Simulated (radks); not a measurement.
Fractional charge and spin in the 5p shell of cerium: the spin-up occupation runs from 2 to 3 and the spin-down occupation from 2 to 3; the fullest corner is Ce3+, [Kr] 4d10 4f(up 0.5, down 0.5) 5s2 5p(up 3, down 3). Calculated with a radial shooting solver on a logarithmic mesh with Libxc functionals: scalar-relativistic Kohn-Sham, SCAN, spin-polarised, spherical densities, finite nucleus; meta-GGA in the generalised Kohn-Sham scheme; Fermi nuclear charge, rms radius of each element as measured or else 0.836 A^(1/3) + 0.57 fm. Energy (eV) above the fullest corner. The planes named below are the two flat planes that join the four corners, with an edge along up + down = one added electron.

\begin{tabular}{lrrrrr}
down \ up & 2 & 2.25 & 2.5 & 2.75 & 3 \\ \hline
2 & 117.943 & 100.385 & 83.598 & 67.579 & 52.330 \\
2.25 & 100.385 & 83.683 & 67.744 & 52.566 & 38.139 \\
2.5 & 83.598 & 67.744 & 52.646 & 38.293 & 24.701 \\
2.75 & 67.579 & 52.566 & 38.293 & 24.774 & 11.987 \\
3 & 52.330 & 38.139 & 24.701 & 11.987 & 0.000 \\
\end{tabular}

Corners above the fullest one (they belong to Ce4+ and the next ion): (up 3, down 2) 52.330 eV, (up 2, down 3) 52.330 eV, (up 2, down 2) 117.94 eV. With half an added electron in each spin the energy lies 0.316 eV from the planes, and with half an added electron in spin up alone -1.539 eV. The planes are only a guide here: the flat-plane condition holds for ground states with one frontier orbital, while this shell lies below other occupied shells, so the corners above the fullest one are inner-hole states and not the ground states of those ions.
